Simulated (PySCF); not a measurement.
Radial density of Br³⁺ (bromine, charge +3)

UHF, [Ar] 3d10 4s2 4p2, high-spin 3P determinant. Computed with PySCF 2.14 in def2-SVP (5s4p3d, 32 functions), with the non-relativistic Hamiltonian (point nucleus).

```
r (bohr)  4πr²ρ (e/bohr)  4πr²(ρα − ρβ)
0.000800          0.2208         0.0000
 0.00135          0.6102         0.0000
 0.00226           1.630         0.0000
 0.00381           4.118         0.0001
 0.00640           9.744         0.0002
  0.0108           20.30         0.0007
  0.0181           34.68         0.0032
  0.0305           42.84         0.0147
  0.0513           36.95         0.0534
  0.0862           39.73         0.1116
   0.145           50.87         0.0557
   0.244           30.87         0.0062
   0.410           34.23         0.2714
   0.690           21.20        -0.0021
    1.16           4.757         0.9953
    1.95           2.197         1.1296
    3.28          0.1537         0.1127
    5.52        0.001384         0.0013
```

(1) Where is the radial spin density 4πr²(ρα − ρβ) most negative, and why is it negative at all?

Results:

(1) Around r = 0.690 bohr, down to -0.0021 e/bohr: exchange with the open shell polarises the paired shells in an unrestricted calculation.
